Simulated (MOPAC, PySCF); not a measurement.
Potential energy surface of Br3 (anion, charge -1), singlet: symmetric bend, bond length relaxed. Scanned: Br-Br-Br angle. Other coordinates (Br-Br bond length) were minimised at B3LYP/def2-TZVP.

Computed with: PM3, restricted, heats of formation (MOPAC); RKS-M06-2X/6-31G* = restricted M06-2X/6-31G*, spherical d run with PySCF; AM1, restricted, heats of formation (MOPAC).

Energies in kcal/mol, each method relative to its own lowest point.

| a / ° | PM3 | RKS-M06-2X/6-31G* | AM1 |
|---|---|---|---|
| 180 | 0.0 | 0.0 | 0.0 |
| 170 | … | 1.0 | 1.0 |
| 160 | … | 3.9 | 4.2 |
| 150 | 7.6 | 8.5 | 9.2 |
| 140 | 13.8 | 14.6 | 16.1 |
| 130 | 21.9 | 21.9 | 24.5 |
| 120 | 31.9 | 29.8 | 34.4 |
| 110 | 43.9 | … | 45.4 |
| 100 | — | 45.8 | — |
| 90 | — | … | — |
| 80 | — | … | — |

**Question.** Some entries are withheld; supply them.

**Answer.** 
- 170, PM3: 0.8
- 160, PM3: 3.4
- 110, RKS-M06-2X/6-31G*: 37.9
- 90, RKS-M06-2X/6-31G*: 53.0
- 80, RKS-M06-2X/6-31G*: 58.7

Dashes: no converged value, or the column stops at the first point that the program doubted or that broke a chosen test of continuity, which isn't proof of a fault.
